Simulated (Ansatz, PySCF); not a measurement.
Gas-phase reaction (SMILES): CC(C)(C)[Si](F)(F)F [tert-butyl(trifluoro)silane] + [H][H] (H2) → F[SiH](F)F + CC(C)C [2-methylpropane]; hydrogen cleaves one Si-C bond, a model of a ligand-exchange step.

Each molecule is optimised on its own at B3LYP-D3(BJ)/def2-TZVP (Ansatz, a first-principles code), one conformer each, not searched for the lowest. Cores are frozen in the correlated levels unless marked. Spin-orbit coupling is left out. No relativistic terms. CBS marks a two-point X^-3 extrapolation of the correlation energy; Hartree-Fock from the larger set. The bracket is a focal-point correction in the basis named. Thermal terms are rigid-rotor harmonic-oscillator values from B3LYP-D3(BJ) frequencies (Ansatz or PySCF) at 298.15 K and 1 atm. 1 Eh = 627.5095 kcal/mol.

| species | E, RI-MP2/CBS(cc-pV(T+d)Z,cc-pV(Q+d)Z)+[CCSD(T)-MP2]/cc-pV(T+d)Z (Ansatz) (Eh) | E, wB97X-V/def2-TZVPD (Ansatz) (Eh) | H - E (Eh) |
|---|---|---|---|
| CC(C)(C)[Si](F)(F)F | -746.31548 | -747.11650 | 0.14207 |
| [H][H] (H2) | -1.17529 | -1.17238 | 0.01336 |
| F[SiH](F)F | -589.25713 | -589.83042 | 0.02314 |
| CC(C)C | -158.24115 | -158.46573 | 0.13782 |

Problem. Work out ΔE and ΔH at 298.15 K at the first level, then ΔH at the second.

Solution. 
1. ΔE = [(-589.25713) + (-158.24115)] - [(-746.31548) + (-1.17529)] = -0.00751 Eh = -4.7 kcal/mol at RI-MP2/CBS(cc-pV(T+d)Z,cc-pV(Q+d)Z)+[CCSD(T)-MP2]/cc-pV(T+d)Z.
2. The terms H - E add up to 0.00553 Eh, so ΔH = (-0.00751 + (0.00553))×627.5095 = -1.2 kcal/mol.
3. At wB97X-V/def2-TZVPD the same steps give ΔE = -4.6 and ΔH = -1.1 kcal/mol, a shift of +0.1 from the first level.
4. These values are not checked against measurement here, since the tables used lack a sound gas-phase enthalpy of formation for at least one species.
